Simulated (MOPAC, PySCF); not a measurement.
C₃H₅Cl, SMILES `ClC1CC1`, neutral singlet in the gas phase. 

Cartesian coordinates (Å):
SMILES: C1CC1Cl
```xyz
9

Cl     1.9383    -0.3001    -1.1313
C      0.7746    -0.1310     0.1689
C     -0.6033    -0.6621    -0.0131
C     -0.3582     0.8210     0.0134
H      1.2515    -0.2271     1.1345
H     -0.8359    -1.1096    -0.9704
H     -1.0773    -1.1322     0.8397
H     -0.4290     1.3525    -0.9265
H     -0.6607     1.3886     0.8847
```
Charge 0, multiplicity 1.

All levels are single points at this geometry (PBE0-D3(BJ)/def2-TZVP); Pople sets use spherical d functions. Orbital energies aren't observables, and empty levels follow the basis.

```
level                           HOMO (eV)  LUMO (eV)  gap (eV)  dipole (D)  vertical IE, Delta-SCF (eV)
------------------------------  ---------  ---------  --------  ----------  ---------------------------
PBE0-D3(BJ)/def2-TZVP in PySCF      -7.76       0.93      8.70        1.91                        10.05
B3LYP/LANL2DZ in PySCF              -7.48       1.30      8.78        2.11                            –
BP86/6-31G* in PySCF                -6.35       0.01      6.36        1.95                            –
HF/3-21G in PySCF                  -10.96       5.54     16.50        2.43                            –
HF/6-31G* in PySCF                 -10.83       5.41     16.24        2.16                         9.71
PM3 in MOPAC                       -10.30       1.22     11.52        1.23                            –
```
